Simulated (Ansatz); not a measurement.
Start from `Cl[SiH2]Cl` and change one atom or group to get `Cl[SiH2][ZnH]`.

Ansatz, PBE0-D4/def2-TZVP geometries, multiplicity 1. 

Scalar relativity is left out up to krypton.

```json
{"property": "LUMO energy (PBE0/def2-TZVPP) / eV", "`Cl[SiH2]Cl`": "0.05"}
{"property": "size of the dipole moment (B3LYP/def2-TZVPP) / D", "`Cl[SiH2]Cl`": "1.14"}
{"property": "HOMO energy (B3LYP/def2-TZVPP) / eV", "`Cl[SiH2]Cl`": "-8.86"}
{"property": "HOMO energy (PBE0/def2-TZVPP) / eV", "`Cl[SiH2]Cl`": "-9.10"}
{"property": "size of the dipole moment (PBE/def2-TZVPP) / D", "`Cl[SiH2]Cl`": "1.04"}
{"property": "HOMO energy (PBE/def2-TZVPP) / eV", "`Cl[SiH2]Cl`": "-7.72"}
```

(1) What does the change do to each property? (An estimate is asked.)

Results:

(1) Ansatz gave: 
```tsv
property	`Cl[SiH2][ZnH]`	shift
LUMO energy (PBE0/def2-TZVPP) / eV	-1.50	-1.55
size of the dipole moment (B3LYP/def2-TZVPP) / D	1.64	0.50
HOMO energy (B3LYP/def2-TZVPP) / eV	-7.17	1.69
HOMO energy (PBE0/def2-TZVPP) / eV	-7.36	1.74
size of the dipole moment (PBE/def2-TZVPP) / D	1.51	0.47
HOMO energy (PBE/def2-TZVPP) / eV	-6.30	1.42
```

With PBE0 the HOMO rises by 1.74 eV and the LUMO falls by 1.55 eV, so the gap narrows by about 3.29 eV. PBE moves the HOMO by 1.42 eV and ωB97M-V by 1.94 eV. The zero-point energy changes by 11.3 kJ/mol with +3 modes. Dipoles are sizes alone; their direction can turn.

B3LYP here is the variant with VWN-RPA as its local correlation; programs differ in this.
